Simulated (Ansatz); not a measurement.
`CC1C[SiH2]1` → `CC(C)[SiH]`  (isomerisation)

Computed with Ansatz on PBE0-D4/def2-TZVP structures; ΔE is electronic, products minus reactants. CCSD(T)/CBS adds triple-zeta CCSD(T) − MP2 to the extrapolated MP2 energy (def2 sets, frozen cores).

`CC1C[SiH2]1`:

```xyz
12

C     0.424   -0.828   -1.238
C     0.123    0.396   -0.411
C     0.611    0.412    1.051
Si   -1.228    0.443    0.858
H     0.181   -1.745   -0.694
H     1.486   -0.877   -1.501
H    -0.154   -0.836   -2.165
H     0.302    1.334   -0.934
H     1.078   -0.505    1.399
H     1.135    1.302    1.387
H    -1.990   -0.794    1.134
H    -1.969    1.697    1.113
```

`CC(C)[SiH]`:

Z-matrix (Å, degrees):
```
C
C 1 1.532
Si 1 2.312 2 54.8
H 1 1.146 2 112.9 3 5.0
H 1 1.089 2 112.0 3 -112.0
H 1 1.090 2 114.0 3 120.6
C 2 1.513 1 114.4 3 123.2
H 2 1.091 1 110.2 3 -110.6
H 3 1.529 1 85.5 2 -99.6
H 7 1.093 2 111.1 1 -173.7
H 7 1.093 2 110.7 1 -54.4
H 7 1.096 2 112.0 1 66.3
```

```tsv
level	ΔE (kJ/mol)
MP2/CBS(def2)	77.6
CCSD/CBS(def2)	67.1
```

Question: What does CCSD(T)/CBS give? (An estimate is asked.)

Answer: Ansatz gave: +66.8 kJ/mol. The listed levels differ from it by 10.8, 0.3 kJ/mol.

Largest T1 diagnostic among the species: 0.012.

At CCSD(T), def2-SVP lies −8.1 kJ/mol from the extrapolated value and def2-TZVPP −3.6 kJ/mol. The D4 term adds −3.7 kJ/mol with B3LYP and −1.9 kJ/mol with PBE0; it sums over pairs of atoms, weighted by their polarisabilities, and B3LYP, whose exchange is more repulsive, gets the larger term.

B3LYP here is the variant with VWN-RPA as its local correlation; programs differ in this.
